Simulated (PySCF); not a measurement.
# Working with the constants of GaBi⁺

UHF-CCSD(T) constants of GaBi⁺, ⁴Σ⁻ (quartet), unpaired electrons σ ↑, π ↑↑ (PySCF, scalar-relativistic core potentials, basis sets Ga cc-pVDZ-PP with ECP10, Bi cc-pVDZ-PP with ECP60; masses 68.9256 and 208.9804 u):

| Property | Result |
| --- | --- |
| ωe | 89.9 cm⁻¹ |
| ωexe | 0.45 cm⁻¹ |
| Be | 0.033996 cm⁻¹ |
| αe | 0.000221 cm⁻¹ |
| D (centrifugal) | 1.95e-08 cm⁻¹ |

Q: Give the vibrational terms G(v) and spacings up to v = 6.

A: G(v) = ωe(v+½) − ωexe(v+½)².

```json
{"v": "0", "G(v) (cm⁻¹)": "44.8", "G(v) − G(v−1)": "", "Bv (cm⁻¹)": "0.03389"}
{"v": "1", "G(v) (cm⁻¹)": "133.8", "G(v) − G(v−1)": "89.0", "Bv (cm⁻¹)": "0.03366"}
{"v": "2", "G(v) (cm⁻¹)": "221.9", "G(v) − G(v−1)": "88.1", "Bv (cm⁻¹)": "0.03344"}
{"v": "3", "G(v) (cm⁻¹)": "309.1", "G(v) − G(v−1)": "87.2", "Bv (cm⁻¹)": "0.03322"}
{"v": "4", "G(v) (cm⁻¹)": "395.4", "G(v) − G(v−1)": "86.3", "Bv (cm⁻¹)": "0.03300"}
{"v": "5", "G(v) (cm⁻¹)": "480.8", "G(v) − G(v−1)": "85.4", "Bv (cm⁻¹)": "0.03278"}
{"v": "6", "G(v) (cm⁻¹)": "565.3", "G(v) − G(v−1)": "84.5", "Bv (cm⁻¹)": "0.03256"}
```

Correlated steps freeze 8 core orbitals. These are scalar-relativistic numbers at best; spin–orbit coupling would shift them, the dissociation energy most. The state is the lowest determinant that a PBE0 search found; another state may lie lower at other levels.
